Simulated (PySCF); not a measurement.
Computed shifts of a molecule C4H8S, PySCF with PBE/pcSseg-1, GIAO, gas phase, equivalent atoms averaged, in ppm (number of nuclei): ¹³C: 42.7 (2), 38.2 (2). ¹H: 3.12 (4), 2.36 (2), 1.76 (2). References: ¹³C against TMS (σ = 182.0 ppm); ³³S against H2S (σ = 706.5 ppm); ¹H against TMS (σ = 31.49 ppm), references at their B3LYP-D3(BJ)/def2-TZVP geometries, non-relativistic. The structure is a stationary point at B3LYP-D3(BJ)/def2-SVP. The values are those of a single conformer.

Q: Which molecule gave these data?
A) C[C@@H]1C[C@H]1S
B) SC1CCC1
C) C1CCSC1
D) C=CCCS

A: C, C1CCSC1
